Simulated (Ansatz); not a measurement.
Computed with Ansatz on PBE0-D4/def2-TZVP structures; ΔE is electronic, products minus reactants. CCSD(T)/CBS is the MP2 limit (def2-TZVPP, def2-QZVPP) plus CCSD(T) − MP2 in def2-TZVPP, frozen cores. DFT in def2-TZVPP. B3LYP here is the variant with VWN-RPA as its local correlation; programs differ in this. For Ge, Se outer-core shells are correlated without core-valence functions, which leaves a few kJ/mol of doubt a bond. Scalar relativity is left out up to krypton. Each species was taken in one conformer, which may not be the lowest.

Consider the redistribution: `Cl[CH2][GeH2][SeH]` + `O[SiH2]CCl` → `[OH][GeH2][CH2]Cl` + `ClC[SiH2][SeH]`.

```
             level  ΔE (kJ/mol)  difference from CCSD(T)/CBS
            PBE-D4         55.2                         -4.3
         r2SCAN-D4         59.4                         -0.1
           PBE0-D4         58.7                         -0.8
          B3LYP-D4         63.1                          3.6
            B2PLYP         61.3                          1.8
              PBE0         58.1                         -1.4
             B3LYP         62.1                          2.6
     HF/def2-TZVPP         65.9                          6.4
    MP2/def2-TZVPP         60.7                          1.2
SCS-MP2/def2-TZVPP         60.2                          0.7
CCSD(T)/def2-TZVPP         59.7                          0.2
     HF/def2-QZVPP         65.8                          6.3
    MP2/def2-QZVPP         60.5                          1.0
SCS-MP2/def2-QZVPP         59.7                          0.2
     MP2/CBS(def2)         60.4                          0.9
    CCSD/CBS(def2)         61.0                          1.5
       CCSD(T)/CBS         59.5                            0
```

Largest T1 diagnostic among the species: 0.011.

In def2-TZVPP, CCSD(T) changes the Hartree–Fock value by −6.2 kJ/mol (the triples alone add −1.5 kJ/mol) and MP2 by −5.2 kJ/mol. From PBE to PBE0 (25 % exact exchange), in def2-TZVPP and without D4, ΔE moves by +3.5 kJ/mol.
